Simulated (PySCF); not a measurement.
# Successive ionisation energies of germanium

Calculated with PySCF 2.14, two-component X2C-1e (Gaussian nucleus, no Breit or QED terms), each ion in its own even-tempered basis; GMP2 freezes the deep shells of the larger ions and drops the highest virtual spinors; eV.

```json
{"ion": "Ge⁵⁺", "configuration": "[Ar] 3d9", "GHF (screened spin-orbit)": "113.78", "NIST": "115.9 ± 0.12", "kind": "semi-empirical"}
{"ion": "Ge⁶⁺", "configuration": "[Ar] 3d8", "GHF (screened spin-orbit)": "143.40", "NIST": "144.9 ± 1.5", "kind": "theoretical"}
{"ion": "Ge⁷⁺", "configuration": "[Ar] 3d7", "GHF (screened spin-orbit)": "180.95", "NIST": "176.4 ± 1.7", "kind": "theoretical"}
{"ion": "Ge⁸⁺", "configuration": "[Ar] 3d6", "GHF (screened spin-orbit)": "210.85", "NIST": "212.5 ± 2.1", "kind": "theoretical"}
{"ion": "Ge⁹⁺", "configuration": "[Ar] 3d5", "GHF (screened spin-orbit)": "251.86", "NIST": "252.1 ± 2.2", "kind": "theoretical"}
{"ion": "Ge¹⁰⁺", "configuration": "[Ar] 3d4", "GHF (screened spin-orbit)": "287.11", "NIST": "286 ± 3", "kind": "theoretical"}
{"ion": "Ge¹¹⁺", "configuration": "[Ar] 3d3", "GHF (screened spin-orbit)": "326.31", "NIST": "326 ± 2.5", "kind": "theoretical"}
{"ion": "Ge¹²⁺", "configuration": "[Ar] 3d2", "GHF (screened spin-orbit)": "367.17", "NIST": "367 ± 3", "kind": "theoretical"}
{"ion": "Ge¹³⁺", "configuration": "[Ar] 3d1", "GHF (screened spin-orbit)": "407.18", "NIST": "407 ± 3", "kind": "theoretical"}
{"ion": "Ge¹⁴⁺", "configuration": "[Ar]", "GHF (screened spin-orbit)": "526.84", "NIST": "527.9 ± 1.6", "kind": "semi-empirical"}
{"ion": "Ge¹⁵⁺", "configuration": "[Ne] 3s2 3p5", "GHF (screened spin-orbit)": "566.09", "NIST": "567.3 ± 0.5", "kind": "semi-empirical"}
{"ion": "Ge¹⁶⁺", "configuration": "[Ne] 3s2 3p4", "GHF (screened spin-orbit)": "608.17", "NIST": "609.1 ± 0.8", "kind": "semi-empirical"}
```

(1) Where is the largest relative jump?

## Answers

(1) From Ge¹³⁺ to Ge¹⁴⁺: 407.18 to 526.84 eV, where the electron removed from [Ar] comes from a deeper shell or subshell.
